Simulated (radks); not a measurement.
Q: All-electron atom: Rh20+ in [Ar] 3d7. All-electron calculation, Dirac Kohn-Sham, relativistic LDA (MacDonald-Vosko exchange, VWN5 correlation), spin-unpolarised, spherical densities, finite nucleus; open shells fill j = l - 1/2 first; Fermi nuclear charge, rms radius 4.4945 fm. Program: a radial shooting solver on a logarithmic mesh with Libxc functionals. Some entries of the table are withheld. Estimate them.

orbital  occ.  eigenvalue (eV)  r(max) (bohr)
1s1/2       2        -23558.94        0.02125
2s1/2       2              (1)         0.1202
2p1/2       2        -3734.630        0.09298
2p3/2       4        -3590.544        0.09704
3s1/2       2        -1178.464         0.3450
3p1/2       2              (2)            (3)
3p3/2       4              (4)            (5)
3d3/2       4              (6)         0.2763
3d5/2       3              (7)         0.2788

A: 
(1) 2s1/2 eigenvalue (eV): -3972.935
(2) 3p1/2 eigenvalue (eV): -1085.892
(3) 3p1/2 r(max) (bohr): 0.3299
(4) 3p3/2 eigenvalue (eV): -1058.293
(5) 3p3/2 r(max) (bohr): 0.3387
(6) 3d3/2 eigenvalue (eV): -898.2385
(7) 3d5/2 eigenvalue (eV): -892.4562
